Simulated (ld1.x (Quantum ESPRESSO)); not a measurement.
Building the ultrasoft potential for Au (Z = 79) (PBE, fully relativistic).

| Item | Value |
| --- | --- |
| Element | gold (Au) |
| Generator | ld1.x (Quantum ESPRESSO) 7.5 |
| Type | ultrasoft |
| Functional | PBE |
| Relativity | fully relativistic |
| Frozen core | [Kr] 4d10 4f14 |
| Valence charge | 19 |
| Reference configuration | 5s2 5p6 5d9.5 6s0 6p0 (charge +1.5) |
| Partial waves | 5s (bound): rcut 1.40, rcutus 1.55 bohr; 6s (bound, empty): rcut 1.40, rcutus 1.55 bohr; 5p (bound): rcut 1.40, rcutus 1.50 bohr; 6p (bound, empty): rcut 1.40, rcutus 1.50 bohr; 5d (bound): rcut 1.20, rcutus 1.55 bohr; 5d channel at -1.05 Ry: rcut 1.20, rcutus 1.55 bohr |
| Local potential | all-electron potential smoothed inside 1.50 bohr (lloc = -1) |
| Core correction | none |
| Augmentation charge | built from norm-conserving waves at rcut, not smoothed further |

Open shells are filled in proportion to 2j + 1 (rel_dist='average').

**Question.** Does the generator finish with these settings?

**Answer.** Yes, a potential is produced.

**Question.** Is the overlap operator S = 1 + Σ q|β⟩⟨β| positive definite (Bessel basis up to 400 Ry)?

**Answer.** Yes: its lowest eigenvalue is 0.05 (s channel).

**Question.** Tests: 5s2 5p6 5d10 6s1 6p0; 5s2 5p6 5d10 6s0 6p0; 5s2 5p6 5d9 6s0 6p0; 5s2 5p6 5d10 6s0 6p1; 5s2 5p6 5d10 6s0.5 6p0; 5s1 5p6 5d10 6s1 6p0; 5s2 5p6 5d9 6s1 6p1. Which has the largest error in its energy relative to the reference configuration, and how large is it?

**Answer.** 5s1 5p6 5d10 6s1 6p0, with -5693 meV (all-electron minus pseudo) on +96.50 eV.

A Bessel basis up to 400 Ry misses an occupied level by 5.50 Ry, so cutoffs and ghosts were not judged.
